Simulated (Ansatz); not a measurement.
The cluster Au5Cl4⁺. The state is a singlet with charge 1. Geometry PBE0-D4/def2-SVP; atoms count from 1.

Cartesian coordinates in Å:
```
Au -0.3689 -2.7380 1.0196
Au 1.2362 4.9968 0.6838
Au 0.9501 -1.3489 -1.2724
Au 0.2825 1.6013 -0.4710
Au -1.8882 -0.6623 -0.4989
Cl -0.5398 0.3579 -2.3425
Cl 1.8400 -3.0273 0.1431
Cl 1.0937 2.7727 1.3846
Cl -2.6057 -1.9521 1.3538
```

In the def2 sets Au takes a core potential; there is no spin–orbit coupling. No other spin state of charge 1 was run. Another isomer (singlet) lies 1.46 eV lower at PBE0-D4/def2-TZVP; other spin states weren't run for this one.

(1) Estimate the Mulliken populations from the PBE0/def2-TZVP orbitals of Ansatz.

(2) And the Mayer bond orders between bonded heavy atoms (over 0.3)?

Answers

(1) 
| atom | charge (e) | d electrons |
| --- | --- | --- |
| Au1 | 0.46 | 9.70 |
| Au2 | 0.64 | 9.84 |
| Au3 | 0.43 | 9.74 |
| Au4 | 0.29 | 9.70 |
| Au5 | 0.42 | 9.74 |
| Cl6 | -0.30 | – |
| Cl7 | -0.32 | – |
| Cl8 | -0.31 | – |
| Cl9 | -0.32 | – |
Mulliken values and Mayer orders depend strongly on the basis.

(2) Au1–Cl7 0.56 (2.39 Å); Au1–Cl9 0.56 (2.39 Å); Au2–Cl8 0.70 (2.34 Å); Au3–Cl6 0.37 (2.51 Å); Au3–Cl7 0.64 (2.37 Å); Au4–Cl6 0.58 (2.39 Å); Au4–Cl8 0.62 (2.34 Å); Au5–Cl6 0.38 (2.50 Å); Au5–Cl9 0.64 (2.37 Å).
